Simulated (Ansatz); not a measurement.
`N#[C][Sn]([F])[F]` radical, one more setting.

```yaml
crystal:
  periodic: [false, false, false]
  atoms:
    - {symbol: N, position_ang: [1.316436, -1.575839, 1.359709]}
    - {symbol: C, position_ang: [0.644056, -0.817591, 0.809647]}
    - {symbol: Sn, position_ang: [-0.707933, 0.614059, 0.020019]}
    - {symbol: F, position_ang: [-1.578759, -0.248604, -1.438850]}
    - {symbol: F, position_ang: [0.376098, 1.954375, -0.791926]}
basis:
  gaussian: {orbitals: def2-SVP, point_charges: [{charge: 2.00, position_ang: [4.202, 0.767, -0.182]}]}
magnetization: {spin_polarized: true, initial_magnetization: 1}
hamiltonian: {xc: {name: BHLYP}, dispersion: d3bj, pseudopotentials: {relativity: scalar}}
```

```sh
$ ansatz run in.yaml --threads 4 --pin off --events-out ev --progress --plain --max-ram 10444MiB
```

Output, abridged:

```
Functional definition: BHLYP
882 factors; integrals over basis functions are off by at most 4.9e-4 eV
mean field evaluation 1: about -13779.0866 eV, gradient 4.0e1 eV
mean field evaluation 2: about -13772.5497 eV, gradient 6.0e1 eV
mean field evaluation 4: about -13785.8877 eV, gradient 3.4e0 eV
mean field evaluation 8: about -13786.0501 eV, gradient 1.1e-1 eV
mean field evaluation 16: about -13786.0502 eV, gradient 1.5e-3 eV
mean field -13786.05024369 eV, -506.6280019353 hartree, gradient 3.3e-5 eV, S^2 0.754615; 0 other end points of the search recorded, 0 dependent functions left out
reference -13786.05038865 eV, -506.6280072622 hartree; 27, 26 occupied and 55, 56 virtual orbitals, 882 factors
Total energy: -13786.21315806 eV, -506.6339889278 hartree
Relativity: scalar
```

It took 1.6 s on 4 threads of an Arm Neoverse V1 on a shared host, with 0.35 GiB of host memory at the peak.
